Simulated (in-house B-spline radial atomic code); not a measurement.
**Ionising Ru⁸⁺ with different functionals**

Computed with a radial B-spline atomic code at the basis-set limit: scalar-relativistic (spin-free X2C) Hamiltonian, Fermi nucleus of rms radius 4.4809 fm, spin-polarised at highest spin, spherical fractional occupations for the functionals, and exact exchange of hybrids averaged over the configuration. The ionisation energy is the difference of two self-consistent energies, [Ar] 3d10 4s2 4p6 → [Ar] 3d10 4s2 4p5, without Breit or QED terms; ε is the level of the shell that loses the electron (its least bound occupied spin orbital). There is no spin-orbit coupling in this Hamiltonian.

| method | rung | ΔSCF (eV) | -ε(4p) (eV) |
| --- | --- | --- | --- |
| PBE0 | global hybrid | 179.65 | 172.12 |
| B3LYP | global hybrid | ? | ? |
| TPSSh | global hybrid | 179.78 | 170.66 |
| BHandHLYP | global hybrid | 179.57 | 174.77 |
| r2SCAN0 | global hybrid | 180.17 | 172.75 |
| B97-1 | global hybrid | 179.61 | 171.63 |
| HSE06 | range-separated hybrid | 179.57 | 171.63 |
| wB97X | range-separated hybrid | 179.40 | 174.52 |
| CAM-B3LYP | range-separated hybrid | 179.53 | 173.47 |
| LC-wPBE | range-separated hybrid | ? | ? |

Task: What does B3LYP give?

Result: ΔSCF 179.60 eV, and -ε(4p) = 171.49 eV.

Task: What does LC-wPBE give?

Result: ΔSCF 179.52 eV, and -ε(4p) = 174.71 eV.

Task: Among the functionals, which spreads more, the ΔSCF values or the orbital energies?

Result: The orbital energies: ΔSCF values span about 0.77 eV and the orbital energies 4.11 eV; here energy differences depend much less on the functional than eigenvalues do.

Task: How do they compare with the NIST value?

Result: NIST lists 178.41 eV ± 0.05 (semi-empirical, ground level to ground level). Errors run from +0.99 to +1.76 eV. The correlated functionals all miss on the same side by more than they spread, so the cause is common to them (spin-orbit coupling, Breit-QED terms, multiplet and fine-structure energies, or a listed next ion that isn't the cheapest removal here) and closeness doesn't rank the functionals.
